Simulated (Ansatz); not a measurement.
C₁₀H₂₄O₃Si⁻, that is SiMe(OiPr)3 with one electron more, relaxed as a doublet with UKS PBE-D4/def2-SVP in Ansatz, starting from the PBE-D4/def2-SVP geometry of the neutral singlet. Force threshold 0.03 eV/Å.

The highest occupied level of the relaxed charge -1 doublet lies above zero (up to 3.41 eV). By energy differences it is unbound by 1.75 eV (each at its own geometry, against the charge 0 singlet, at PBE0-D4/def2-TZVP) and held by the finite basis.

Start:

```tsv
atom	x (Å)	y (Å)	z (Å)
Si1	0.0070	0.4855	0.1252
C2	-0.0089	2.2928	0.6233
H3	-0.7147	2.8754	-0.0036
H4	0.9978	2.7453	0.5109
H5	-0.3173	2.4111	1.6825
O6	0.9880	-0.4120	1.1379
C7	0.7255	-0.6631	2.5270
C8	2.0641	-0.6907	3.2566
C9	-0.0638	-1.9633	2.6685
H10	0.1109	0.1709	2.9478
H11	2.7021	-1.5023	2.8502
H12	1.9230	-0.8668	4.3421
H13	2.6016	0.2689	3.1227
H14	-1.0155	-1.8923	2.1071
H15	0.5223	-2.8096	2.2550
H16	-0.2898	-2.1788	3.7329
O17	0.5720	0.2937	-1.4351
C18	1.8990	0.5968	-1.8893
C19	1.8004	1.0391	-3.3460
C20	2.8022	-0.6208	-1.6917
H21	2.3134	1.4461	-1.2904
H22	1.3795	0.2185	-3.9634
H23	2.7980	1.3054	-3.7499
H24	1.1342	1.9196	-3.4431
H25	2.8220	-0.9129	-0.6237
H26	2.4137	-1.4789	-2.2785
H27	3.8382	-0.4063	-2.0253
O28	-1.5242	-0.1779	0.1999
C29	-2.6558	0.2228	-0.5852
C30	-3.9078	-0.0125	0.2540
C31	-2.6653	-0.5466	-1.9068
H32	-2.5840	1.3162	-0.8119
H33	-4.0002	-1.0901	0.5040
H34	-4.8194	0.2998	-0.2946
H35	-3.8551	0.5575	1.2034
H36	-1.7276	-0.3604	-2.4659
H37	-2.7392	-1.6363	-1.7094
H38	-3.5263	-0.2436	-2.5374
```

| step | energy (eV) | largest force component (eV/Å) | SCF passes |
| --- | --- | --- | --- |
| 1 | -24743.1135 | 0.789 | 22 |
| 2 | -24743.1657 | 0.502 | 24 |
| 3 | -24743.1894 | 0.102 | 24 |
| 4 | -24743.1998 | 0.109 | 23 |
| 5 | -24743.2133 | 0.227 | 24 |
| 6 | -24743.2216 | 0.145 | 21 |
| 7 | -24743.2275 | 0.053 | 20 |
| 8 | -24743.2296 | 0.040 | 23 |
| 9 | -24743.2302 | 0.036 | 20 |
| 10 | -24743.2304 | 0.016 | 15 |

Force components are those of the run's own axes.

End:

```xyz
38

Si    0.009    0.223    0.027
C    -0.016    2.039    0.519
H    -0.421    2.665   -0.320
H     1.024    2.387    0.761
H    -0.664    2.183    1.424
O     0.853   -0.753    1.114
C     0.644   -0.747    2.527
C     1.989   -0.523    3.213
C    -0.057   -2.038    2.940
H    -0.033    0.107    2.810
H     2.708   -1.323    2.937
H     1.873   -0.510    4.323
H     2.412    0.455    2.881
H    -1.045   -2.098    2.434
H     0.544   -2.923    2.646
H    -0.218   -2.066    4.043
O     0.751   -0.048   -1.463
C     1.999    0.522   -1.858
C     1.811    1.191   -3.217
C     3.078   -0.558   -1.840
H     2.308    1.318   -1.126
H     1.467    0.453   -3.972
H     2.763    1.652   -3.571
H     1.033    1.986   -3.129
H     3.176   -0.964   -0.810
H     2.810   -1.391   -2.522
H     4.062   -0.140   -2.157
O    -1.521   -0.472   -0.102
C    -2.661    0.161   -0.684
C    -3.798    0.141    0.334
C    -2.996   -0.518   -2.009
H    -2.426    1.238   -0.911
H    -4.048   -0.902    0.622
H    -4.711    0.630   -0.080
H    -3.474    0.688    1.252
H    -2.137   -0.411   -2.707
H    -3.193   -1.600   -1.857
H    -3.897   -0.054   -2.474
```

By distances, no bond broke or formed. The bond that changes most is Si1–O17, from 1.67 to 1.69 Å (atoms count from 1).

No frequencies were taken in this run, so the end may be a saddle point.

It took 57 s on 2 threads of AMD EPYC 7R13 on a shared host and a share (18 GiB) of an NVIDIA H100 80GB HBM3, peak host memory 1 GiB.
